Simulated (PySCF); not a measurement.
# Assigning NMR signals

Bonds (- single, = double, # triple, : aromatic): C1=C2 1.289 Å, C2=C3 1.310 Å, C3-C4 1.439 Å, C4=C5 1.344 Å, C5-C6 1.402 Å, C6#N7 1.148 Å. C1 carries H8, H9; C3 carries H10; C4 carries H11; C5 carries H12. Stereochemistry as in C=C=C/C=C/C#N.

[PySCF: shielding tensors at PBE0/pcSseg-1 (GIAO); coordinates at the GFN2-xTB level; B3LYP/pcJ-1 coupling constants (spin–dipole term only in couplings to heteroatoms); fast rotation and ring inversion assumed for equivalent nuclei; relativity neglected; in vacuum; one conformer]

References, each an isolated molecule treated in the same way: $^{13}$C, $^{1}$H vs TMS.

Question: Assign these signals to the numbered atoms. $^{13}$C{$^{1}$H} NMR (computed): δ 229.7, 156.8, 123.4, 103.4, 99.1, 81.2.

Answer: 
229.7 → C2, central carbon of an allene: the central sp carbon of an allene is among the most deshielded carbons of hydrocarbons
156.8 → C4, alkene CH: the olefinic region
123.4 → C6, nitrile carbon: this is the usual window of a C≡N carbon, which has no attached hydrogen
103.4 → C5, alkene CH: the olefinic region
99.1 → C3, terminal carbon of a cumulated C=C=C unit
81.2 → C1, terminal carbon of a cumulated C=C=C unit

Question: Assign these signals to the numbered atoms. $^{1}$H NMR (600 MHz, computed): δ 7.10 (ddt, J = 17.1, 12.1, 1.7 Hz, 1H), 6.18 (dt, J = 12.1, 8.3 Hz, 1H), 5.40 (ddd, J = 8.3, 2.9, 1.7 Hz, 2H), 5.30 (dt, J = 17.1, 2.9 Hz, 1H).

Answer: 
| δ (ppm) | atoms | environment | reason |
| --- | --- | --- | --- |
| 7.10 | H11 | hydrogen on an alkene CH | olefinic region |
| 6.18 | H10 | hydrogen on a terminal carbon of a cumulated C=C=C unit | olefinic region |
| 5.40 | H8/H9 | hydrogen on a terminal carbon of a cumulated C=C=C unit | – |
| 5.30 | H12 | hydrogen on an alkene CH | attached to an sp2 carbon and in the plane of the double bond |

H8/H9 and H12 lie closer than the usual error of such a calculation, so a measured spectrum could show them in the other order.

Multiplet labels drop couplings under 1 Hz and merge nearly equal ones. Unscaled 3J(H,H) at this level run about 10 % above measured values. Shifts are as computed. Against solution values, carbons near 30 ppm lie about +3 ppm off and those near 130 ppm about +5 ppm. Of 1211 compounds with measured shifts, 218 miss one by over three times the rms of a fit or turn the order of signals round; such compounds aren't used in these exercises.
